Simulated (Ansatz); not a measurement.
CS$_{2}$ (SMILES S=C=S), singlet, at a GFN2-xTB geometry. Base run: CAM-B3LYP/def2-SVP (Ansatz, a first-principles code).

Geometry (Å):
```xyz
3

S      0.0000     0.0000    -1.5501
C      0.0000     0.0000     0.0000
S      0.0000     0.0000     1.5501
```
All else is at Ansatz's defaults.
Base energy -834.20244 Eh.

Each row names what was changed in the base input (with any setting that the change needs).

| change | ΔE vs base (mEh) |
|---|---|
| base | 0.000 |
| nuclear_model = gaussian | 0.604 |
| final_grid = 4, 8, 17 | 0.160 |
| point_charge = charge:-1.0 position_ang:-0.6759, -0.4078, 4.4811 | -15.408 |
| fitting.mean_field = cc-pVTZ-JKFIT | -0.035 |
| forces = on | 0.000 |
| accuracy = high | 0.000 |
| lower_state_search = light | 0.000 |
| final_grid = 14, 28, 59 | 0.000 |
| lower_state_search = full | 0.000 |
| lower_state_search = off | 0.000 |
